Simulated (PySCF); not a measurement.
**Rh (rhodium, neutral) across methods**

[Kr] 4d7 5s1 6s1, high-spin 6F determinant (an excited configuration). Computed with PySCF 2.14 in aug-cc-pVTZ-PP with one added diffuse shell each of s, p, d, f, g type with ECP28MDF (7s7p6d4f3g, 113 functions), with scalar relativity through the core potential.

| method | E (hartree) | mean ε 4d β (eV) | mean ε 5s α (eV) | mean ε 6s α (eV) | Σ⟨r²⟩ (bohr²) | ⟨S²⟩ |
| --- | --- | --- | --- | --- | --- | --- |
| BHandHLYP | -109.7835 | -15.525 | -10.702 | -1.921 | 123.6 | 8.752 |
| LDA | -109.6367 | -11.902 | -9.661 | -1.639 | 116.3 | 8.750 |
| UHF | -109.19714 | -18.236 | -11.779 | -2.343 | 129.9 | 8.754 |
| B97-3 | -109.8838 | -13.884 | -9.897 | -1.824 | 119.7 | 8.752 |
| PBE0 | -109.8695 | -13.710 | -10.112 | -1.893 | 119.8 | 8.751 |
| revPBE | -109.9317 | -11.930 | -9.315 | -1.664 | 119.2 | 8.751 |
| PBE | -109.8822 | -11.930 | -9.390 | -1.654 | 118.3 | 8.751 |

Task: Estimate the same row for r2SCAN.

Result: E (hartree) = -109.9098; mean ε 4d β (eV) = -12.038; mean ε 5s α (eV) = -9.585; mean ε 6s α (eV) = -1.605; Σ⟨r²⟩ (bohr²) = 117.8; ⟨S²⟩ = 8.752.

Energies and moments cover only the electrons outside the core potential. The outer electron is Rydberg-like, and this basis confines it to a smaller radius and binds it less than a complete one would.
